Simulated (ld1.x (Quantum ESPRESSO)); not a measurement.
# An all-electron radial function and its pseudo partner (H)

Columns: radius, all-electron u(r) and pseudo u(r) of the 1s shell (level -6.49 eV) of hydrogen in the configuration 1s1; PBE, scalar-relativistic, ultrasoft scheme, ld1.x (Quantum ESPRESSO) 7.5.

```csv
r (bohr),all-electron,pseudo
0.045,0.0826,0.0677
0.090,0.1578,0.1345
0.135,0.2260,0.1993
0.180,0.2878,0.2612
0.225,0.3436,0.3197
0.270,0.3939,0.3739
0.315,0.4389,0.4236
0.360,0.4792,0.4683
0.405,0.5150,0.5081
0.450,0.5468,0.5430
0.495,0.5747,0.5732
0.540,0.5992,0.5991
0.585,0.6205,0.6210
0.630,0.6387,0.6395
0.675,0.6543,0.6548
0.720,0.6673,0.6676
0.765,0.6780,0.6781
0.810,0.6867,0.6867
0.855,0.6933,0.6933
0.900,0.6982,0.6982
0.945,0.7015,0.7015
0.990,0.7032,0.7032
1.035,0.7037,0.7037
1.080,0.7028,0.7028
1.125,0.7009,0.7009
1.170,0.6979,0.6979
```

How many radial nodes do the two functions have?

The all-electron 1s function has n − l − 1 = 0; the pseudo-wave has 0.

At about which radius was the pseudo-wave matched?

0.85 bohr. The columns agree to 0.0005 from 0.72 bohr on; several derivatives are matched, so the curves merge somewhat inside the radius.

Is the pseudo-wave norm-conserving?

No, it belongs to an ultrasoft set: the norm inside the radius is not constrained, and the difference is carried by the augmentation charge.
